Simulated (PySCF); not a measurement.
Species: [AlMe4]-, C4H12Al (charge -1).
Geometry (PBE0-D3(BJ)/def2-SVP, Å), atoms numbered from 1 in this order:
```
atom  x, y, z in Å
Al1   -0.003    0.005    0.004
C2    -0.001   -0.035    2.038
H3    -1.022   -0.029    2.465
H4     0.528    0.835    2.475
H5     0.501   -0.939    2.436
C6     1.914   -0.001   -0.673
H7     1.970    0.010   -1.779
H8     2.472   -0.897   -0.339
H9     2.489    0.878   -0.322
C10   -0.954    1.680   -0.648
H11   -0.981    1.741   -1.753
H12   -0.467    2.610   -0.295
H13   -2.005    1.726   -0.304
C14   -0.969   -1.640   -0.702
H15   -2.023   -1.692   -0.363
H16   -0.486   -2.581   -0.373
H17   -0.991   -1.671   -1.808
```

Jobs on this species (17 atoms, 50 electrons) with PySCF (density fitting). Hardware of each: an Arm Neoverse V2 with one thread, no GPU (shared host). The host was shared with other jobs, so the times are rough. Peak memory is the resident size of the whole Python process, interpreter and libraries included.

**Question.** Rank these jobs by wall time, shortest first.
A. B3LYP/def2-SVPD; 15 singlets by full TDDFT, 4 Tamm–Dancoff triplets, polarisability, density and orbital grids written; 200 basis functions
B. PBE/pcSseg-1 (pcSseg-2 on Al); shieldings; 171 basis functions
C. PBE0-D3(BJ)/def2-SVP, grid level 1; geometry optimisation from a GFN2-xTB start shaken at random; 134 basis functions

**Answer.** B (19 s), A (31 s), C (68 s).

All jobs:

```tsv
level and settings	work	basis functions	SCF cycles	wall time	peak memory
B3LYP/pcSseg-1 (pcSseg-2 on Al)	shieldings	171	10	12 s	1.0 GiB
PBE/pcSseg-1 (pcSseg-2 on Al)	shieldings	171	12	19 s	0.98 GiB
PBE0/pcSseg-1 (pcSseg-2 on Al)	shieldings, charges and field gradients, density and orbital grids written	171	10	20 s	1.0 GiB
B3LYP/def2-SVPD	15 singlets by full TDDFT, 4 Tamm–Dancoff triplets, polarisability, density and orbital grids written	200	12	31 s	0.88 GiB
PBE0-D3(BJ)/def2-SVP, grid level 1	geometry optimisation from a GFN2-xTB start shaken at random	134	65	68 s	0.55 GiB
```

**Question.** What do all jobs in the table cost together?

**Answer.** About 2.5 min; the longest takes about 45 % of that, and about 5.7 times as long as the shortest.
